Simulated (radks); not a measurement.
Results of a calculation; reference values are marked as such.
Task: All-electron atom: Sm2+ in [Xe] 4f6. Level of theory: non-relativistic Kohn-Sham, PBE, spin-unpolarised, spherical densities, point nucleus; relativity is left out, which matters for an element this heavy (a radial shooting solver on a logarithmic mesh with Libxc functionals). Some entries of the table are withheld. Estimate them.

orbital  occ.  eigenvalue (eV)  <r^2> (bohr^2)
1s          2        -44058.53             (1)
2s          2        -6970.431         0.01278
2p          6              (2)             (3)
3s          2        -1530.789             (4)
3p          6        -1376.299         0.07839
3d         10        -1088.551         0.06309
4s          2              (5)             (6)
4p          6        -249.4382          0.4494
4d         10        -144.0414          0.5216
5s          2         -51.1467           2.518
5p          6         -35.4742           3.221
4f          6         -18.5990           1.164

Result: 
(1) 1s <r^2> (bohr^2): 0.0008008
(2) 2p eigenvalue (eV): -6620.026
(3) 2p <r^2> (bohr^2): 0.009521
(4) 3s <r^2> (bohr^2): 0.08346
(5) 4s eigenvalue (eV): -308.9121
(6) 4s <r^2> (bohr^2): 0.4235
